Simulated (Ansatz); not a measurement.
**Reading a saddle point**

A first-order saddle point of CH$_{6}$GeS, singlet, PBE0-D4/def2-TZVP, with one imaginary mode of 914i cm⁻¹:

Ge1  (-0.561, 0.884, -0.085)
S2  (1.805, -0.157, -0.989)
C3  (-0.920, -0.818, 0.446)
H4  (0.692, -0.912, -0.331)
H5  (-0.979, 1.448, -1.446)
H6  (0.082, 1.934, 0.827)
H7  (2.375, 0.071, 0.204)
H8  (-0.860, -1.053, 1.503)
H9  (-1.635, -1.397, -0.129)
(Å)

Program: Ansatz 0.2.0. Basis: def2-TZVPP and def2-QZVPP. Cores are frozen in the correlated methods. Filled d shells of the heavier atoms are correlated. The def2 sets are not built for correlating such inner shells, so the correlated values are less sure here. Extrapolation: Hartree–Fock as exp(−7.88 √X), correlation as X^−2.97.

Task: Which contacts change along the imaginary mode, and what lies on either side? (Judge from chemistry; the calculation decides.)

Result: By the calculation: The step is CH₆GeS ([CH3][GeH2][SH]) → CH₄Ge ([CH2][GeH2]) + H₂S, with the molecules in contact on both sides. Shortening one way: S2–H4; lengthening the same way: Ge1–S2, C3–H4.
| pair | one side (Å) | saddle (Å) | other side (Å) |
| --- | --- | --- | --- |
| S2–H4 | 3.57 | 1.50 | 1.34 |
| Ge1–S2 | 2.23 | 2.74 | 3.45 |
| C3–H4 | 1.09 | 1.79 | 3.64 |

Task: Which side is lower, and how far does the saddle lie above each? (An estimate is asked for; the value comes from the calculation.)

Result: By the calculation: The side with Ge1–S2, C3–H4 short is lower by 60.43 kcal/mol; the saddle lies 76.45 kcal/mol above it and 16.02 kcal/mol above the other (CCSD(T) at an estimated basis limit (MP2 extrapolated from triple and quadruple zeta, plus CCSD(T) − MP2 in triple zeta); electronic energies).

The T1 diagnostic stays at or below 0.016. The restricted Hartree–Fock reference is unstable towards an unrestricted one at one or more of these structures.

Labels in which every atom is bracketed show which atoms are joined, not bond orders.

For scale, one of the runs: CCSD(T)/def2-TZVPP, 205 basis functions, launched by `ansatz run in.yaml --threads 4 --pin off --events-out ev --progress --plain --max-ram 9574MiB`. Hardware: 4 CPU threads of an Arm Neoverse V2, shared host. Wall time 49 s; peak host memory 2.5 GiB.
